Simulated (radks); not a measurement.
Task: These are the eigenvalues of the occupied orbitals of an atom or ion with whole-number occupations (hartree). Calculated with a radial shooting solver on a logarithmic mesh with Libxc functionals: Dirac Kohn-Sham, PBE, spin-unpolarised, spherical densities, finite nucleus; Fermi nuclear charge, rms radius of each element as measured or else 0.836 A^(1/3) + 0.57 fm.

1s1/2: -2665.784
2s1/2: -553.4355
2p1/2: -535.1352
2p3/2: -484.9344
3s1/2: -203.5131
3p1/2: -195.9912
3p3/2: -183.8762
3d3/2: -172.2899
3d5/2: -169.5358
7f5/2: -27.11202

Which element is it, and in what charge state? The configuration may be excited. Open shells, if any, fill j = l - 1/2 first.

Result: Z = 74, tungsten, charge +50: W50+ in [Ar] 3d5 7f1. The list shows which subshells hold electrons but not how many an open one holds; the 1s level, -2665.8 hartree, gives Z - s = 73.0 by -(Z - s)^2/2, which with screening and relativity narrows Z to a few neighbours, and the depths of the outer levels then fix element, charge and occupations together.
